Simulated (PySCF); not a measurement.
## Sr2S: breathing scan

All numbers come from UPBE0 in PySCF with S def2-TZVP, Sr def2-TZVP with ECP28; scalar-relativistic core potentials, no spin–orbit coupling; density-fitted integrals.

Rigid scan from the triplet minimum (S–Sr 2.627 Å (×2); Sr–S–Sr 180.0°). Coordinate: all bonds to the central atom scaled together. Energies in kJ/mol from the minimum.

**Question.** Predict the curve at 0.88, 0.92, 0.96, 1.00, 1.04, 1.08, 1.14, 1.22, 1.35.

**Answer.** 
```
scale of all bonds to the centre  E (kJ/mol)  ⟨S²⟩
                            0.88       121.4  2.00
                            0.92        47.3  2.00
                            0.96        10.4  2.00
                            1.00         0.0  2.00
                            1.04         8.1  2.00
                            1.08        28.7  2.00
                            1.14        74.3  2.00
                            1.22       148.6  2.00
                            1.35       274.3  2.00
```

At this level a broken-symmetry Ms = 0 minimum of C2v symmetry lies 12 kJ/mol below the start of the scan.

Other isomers or separated fragments may lie lower.

The scan took about 90 core-seconds on a shared host.
